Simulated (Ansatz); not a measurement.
Start from `N=C(Br)I` and change one atom or group to get `N=CBr`.

Ansatz, PBE0-D4/def2-TZVP geometries, multiplicity 1. Each molecule was computed in one conformer, which needn't be the lowest.

Elements past krypton have def2 core potentials. Scalar relativity is left out up to krypton.

| property | `N=C(Br)I` |
| --- | --- |
| ideal-gas entropy at 298 K and 1 bar (rigid rotor, harmonic PBE0-D4/def2-TZVP) / J/(mol·K) | 323 |
| LUMO energy (PBE/def2-TZVPP) / eV | -2.82 |
| HOMO–LUMO gap (B3LYP/def2-TZVPP) / eV | 5.34 |
| HOMO–LUMO gap (PBE/def2-TZVPP) / eV | 3.76 |
| size of the dipole moment (PBE/def2-TZVPP) / D | 1.21 |
| HOMO energy (ωB97M-V/def2-TZVPP) / eV | -9.99 |

(1) What does the change do to each property? (Estimate.)

## Answers

(1) The calculation gave: 
```csv
property,`N=CBr`,shift
"ideal-gas entropy at 298 K and 1 bar (rigid rotor, harmonic PBE0-D4/def2-TZVP) / J/(mol·K)",272,-51
LUMO energy (PBE/def2-TZVPP) / eV,-1.93,0.89
HOMO–LUMO gap (B3LYP/def2-TZVPP) / eV,6.97,1.63
HOMO–LUMO gap (PBE/def2-TZVPP) / eV,5.05,1.29
size of the dipole moment (PBE/def2-TZVPP) / D,2.38,1.17
HOMO energy (ωB97M-V/def2-TZVPP) / eV,-10.50,-0.51
```

With PBE0 the HOMO falls by 0.50 eV and the LUMO rises by 1.14 eV, so the gap widens by about 1.64 eV. PBE moves the HOMO by -0.40 eV and ωB97M-V by -0.51 eV. Dipoles are sizes alone; their direction can turn.

B3LYP here is the variant with VWN-RPA as its local correlation; programs differ in this.

Spin–orbit coupling is left out; it splits and shifts lone-pair levels of the heavy atoms by tenths of an eV.
